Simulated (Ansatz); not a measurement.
Ansatz results at the PBE0-D4/def2-TZVP geometry: HOMO energy (ωB97M-V/def2-TZVPP) -11.17 eV; HOMO–LUMO gap (PBE0/def2-TZVPP) 8.44 eV; HOMO energy (B3LYP/def2-TZVPP) -8.50 eV.

Each molecule was computed in one conformer, which needn't be the lowest.

Task: Which molecule gave them?
A. `BNC(O)F`
B. `OCNBF`
C. `NBOCF`
D. `NC(O)BF`

Result: A. The others give `NBOCF`: -10.51, 9.09, -7.87; `NC(O)BF`: -9.62, 6.67, -7.09; `OCNBF`: -10.46, 8.66, -7.83.

B3LYP here is the variant with VWN-RPA as its local correlation; programs differ in this.
